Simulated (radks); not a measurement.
The iridium ion Ir4+, [Xe] 4f14 5d5. Calculated with a radial shooting solver on a logarithmic mesh with Libxc functionals: non-relativistic Kohn-Sham, exchange-only LDA, spin-polarised, spherical densities, point nucleus. Every spin shell is full or empty, so the densities are truly spherical. Functionals are evaluated on that one density, not self-consistently. Rank these exchange functionals by their error against the exact value of the orbitals, and give that value: LDA, revPBE, OPTX, WC, AM05, APBE, TPSS, revTPSS, MS2, TASK.

Answer. Exact: -322.494 hartree. From best to worst, with 100 (|E| - |E exact|)/|E exact| (equal figures are ties): revPBE -0.21, APBE +0.30, TPSS -0.37, WC -0.59, MS2 -0.62, revTPSS -0.86, TASK -1.80, OPTX +1.91, AM05 -3.62, LDA -3.83.
